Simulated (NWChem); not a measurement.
# C$_{4}$H$_{4}$S$_{2}$; SMILES c1ccsc1S

```xyz
10

S      0.1861    -2.1188    -0.3901
C     -0.0675    -0.3799    -0.1665
C     -1.2671     0.2635     0.0134
C     -1.1385     1.6826     0.0754
C      0.1571     2.1038    -0.0625
S      1.2439     0.7745    -0.2878
H      0.6637    -2.4093     0.8435
H     -2.2067    -0.2701     0.1019
H     -1.9741     2.3583     0.2225
H      0.5350     3.1177    -0.0414
```
Atoms are numbered in this order, from 1.

Level: B3LYP/6-31G* (spherical d) (NWChem), optimised geometry, unscaled harmonic frequencies. B3LYP is NWChem's, with the RPA form of VWN correlation.

Question: List the harmonic frequencies with IR intensities, and the thermochemistry.

Answer: 
| frequency (cm⁻¹) | IR intensity (km/mol) |
|---|---|
| 163 | 16.0 |
| 204 | 3.7 |
| 250 | 1.6 |
| 428 | 0.8 |
| 466 | 3.3 |
| 574 | 0.1 |
| 646 | 0.9 |
| 715 | 60.0 |
| 739 | 0.2 |
| 848 | 10.5 |
| 857 | 17.6 |
| 919 | 2.5 |
| 956 | 17.6 |
| 995 | 18.1 |
| 1083 | 2.9 |
| 1122 | 3.1 |
| 1256 | 10.2 |
| 1388 | 1.3 |
| 1469 | 13.1 |
| 1577 | 1.0 |
| 2629 | 31.4 |
| 3224 | 5.3 |
| 3241 | 2.8 |
| 3267 | 1.1 |

```json
{
  "zero_point_energy": "41.5 kcal/mol",
  "thermal correction to the enthalpy at 298.15 K (with zero-point energy)": "45.7 kcal/mol",
  "heat capacity Cv": "21.2 cal/(mol K)",
  "entropy at 298.15 K and 1 atm (symmetry number 1)": "78.0 cal/(mol K)",
  "dipole_moment": "1.69 D"
}
```

Rigid rotor and harmonic oscillator.
